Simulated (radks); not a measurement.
Initial-state core-level shifts of neutral silver when its valence configuration changes from [Kr] 4d10 5s1. All-electron calculation, Dirac Kohn-Sham, BLYP, spin-unpolarised, spherical densities, point nucleus; open shells are shared between the two j in proportion to 2j + 1. Program: a radial shooting solver on a logarithmic mesh with Libxc functionals. Shifts are changes of the shell-averaged eigenvalues in eV (positive: less bound).

valence                1s       3s       3p       3d
4d9 5s2            -4.214   -4.383   -4.384   -4.404
4d10 5s0.5 5p0.5   -1.045   -1.025   -1.025   -1.022
4d9 5s1.5 5p0.5    -5.187   -5.340   -5.341   -5.359
4d9.5 5s1.5        -2.036   -2.119   -2.119   -2.128
4d9 5s1 5p1        -6.060   -6.198   -6.198   -6.214
4d9 5s0.5 5p1.5    -6.863   -6.988   -6.987   -7.002
4d8 5s0.5 5p2.5   -12.960  -13.247  -13.247  -13.290
4d8.5 5s0.5 5p2    -9.872  -10.076  -10.075  -10.103
4d10 5p1           -1.942   -1.905   -1.904   -1.899
